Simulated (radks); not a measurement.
All-electron atom: the tin ion Sn17+ in [Ar] 3d10 4s2 4p3. Method: scalar-relativistic Kohn-Sham, PBE, spin-polarised, spherical densities, finite nucleus; open shells are filled with parallel spins first (spin-orbit coupling, left out, can overturn this in heavy ions); Fermi nuclear charge, rms radius 4.6519 fm; computed with a radial shooting solver on a logarithmic mesh with Libxc functionals.

Normalised radial functions P(r) = r R(r), r in bohr:

r           3p up  3p down
0.003914   0.0258   0.0258
0.005016   0.0398   0.0398
0.006428   0.0612   0.0612
0.008237   0.0934   0.0935
0.01047    0.1394   0.1394
0.01342    0.2077   0.2077
0.0172     0.3036   0.3036
0.02204    0.4323   0.4324
0.02824    0.5943   0.5944
0.03618    0.7792   0.7793
0.04637    0.9576   0.9577
0.05942    1.0728   1.0730
0.07614    1.0418   1.0421
0.0968     0.7879   0.7881
0.124      0.2467   0.2469
0.159     -0.5197  -0.5197
0.2037    -1.3082  -1.3083
0.261     -1.8248  -1.8254
0.3345    -1.8526  -1.8540
0.4286    -1.4250  -1.4260
0.5493    -0.8188  -0.8170
0.7039    -0.3367  -0.3331
0.8948    -0.0962  -0.0943
1.147     -0.0158  -0.0154
1.469     -0.0014  -0.0013
1.883     -0.0001  0.0000
2.413     0.0000  0.0000

3p up: eigenvalue -1123.6 eV, 1 radial node at r = 0.135 bohr, <r> = 0.334 bohr, 90 % of the charge inside 0.501 bohr. 3p down: eigenvalue -1122.2 eV, 1 radial node at r = 0.135 bohr, <r> = 0.334 bohr, 90 % of the charge inside 0.500 bohr.
